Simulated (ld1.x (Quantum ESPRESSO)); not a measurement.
Logarithmic derivatives: Ni, PAW

* Element: nickel
* Generator: ld1.x (Quantum ESPRESSO) 7.5
* Type: PAW
* Functional: PBE
* Relativity: scalar-relativistic
* Frozen core: [Ar]
* Valence charge: 10
* Reference configuration: 3d8 4s1 4p1
* Partial waves: 4s (bound): rcut 1.55, rcutus 1.85 bohr; 4s channel at 0.25 Ry: rcut 1.55, rcutus 1.85 bohr; 4p (bound): rcut 1.75, rcutus 2.40 bohr; 4p channel at 0.65 Ry: rcut 1.75, rcutus 2.40 bohr; 3d (bound): rcut 1.60, rcutus 1.75 bohr; 3d channel at 0.2 Ry: rcut 1.60, rcutus 1.75 bohr
* Local potential: all-electron potential smoothed inside 1.70 bohr (lloc = -1)
* Core correction: a·sin(br)/r model core inside 1.30 bohr
* Augmentation charge: PSQ, radius 1.65 bohr

The phase is arctan(r·u′/u) with u = r·R(r), unwrapped; energies in Ry, scanned from -3 to 5 Ry. A pole is an energy at which the radial function vanishes at the test radius. The pseudo phase is shifted by a multiple of π to meet the all-electron one at the reference energy, and phase errors are pseudo minus all-electron; the curves can meet again beyond the range given. Levels narrower than the energy grid can be missing from the lists of poles.

Question: For each channel, where are the poles, and over which energies does the pseudopotential scatter like the atom?

Answer:

| channel | radius (bohr) | reference energy (Ry) | poles, all-electron | poles, pseudo | unbroken range about the reference energy with phases within 0.05 rad | phase error 1 Ry above the reference energy (rad) |
| --- | --- | --- | --- | --- | --- | --- |
| s | 2.62 | -0.51 | 1.02 | 1.03 | below 3.9 | -0.001 |
| p | 2.62 | -0.16 | 2.05 | 2.04 | below 4.1 | -0.000 |
| d | 2.62 | -0.79 | -0.71, 3.88 | -0.71, 3.90 | the whole range | +0.000 |

Phases in the p channel:

```json
{"E (Ry)": "-3.00", "all-electron": "1.329", "pseudo": "1.328"}
{"E (Ry)": "-2.52", "all-electron": "1.302", "pseudo": "1.301"}
{"E (Ry)": "-2.04", "all-electron": "1.264", "pseudo": "1.263"}
{"E (Ry)": "-1.56", "all-electron": "1.206", "pseudo": "1.206"}
{"E (Ry)": "-1.08", "all-electron": "1.106", "pseudo": "1.106"}
{"E (Ry)": "-0.60", "all-electron": "0.893", "pseudo": "0.893"}
{"E (Ry)": "-0.12", "all-electron": "0.269", "pseudo": "0.269"}
{"E (Ry)": "0.36", "all-electron": "-0.820", "pseudo": "-0.820"}
{"E (Ry)": "0.84", "all-electron": "-1.272", "pseudo": "-1.272"}
{"E (Ry)": "1.32", "all-electron": "-1.444", "pseudo": "-1.444"}
{"E (Ry)": "1.80", "all-electron": "-1.536", "pseudo": "-1.536"}
{"E (Ry)": "2.28", "all-electron": "-1.599", "pseudo": "-1.600"}
{"E (Ry)": "2.76", "all-electron": "-1.652", "pseudo": "-1.655"}
{"E (Ry)": "3.24", "all-electron": "-1.704", "pseudo": "-1.712"}
{"E (Ry)": "3.72", "all-electron": "-1.766", "pseudo": "-1.787"}
{"E (Ry)": "4.20", "all-electron": "-1.854", "pseudo": "-1.919"}
{"E (Ry)": "4.68", "all-electron": "-2.014", "pseudo": "-2.301"}
```
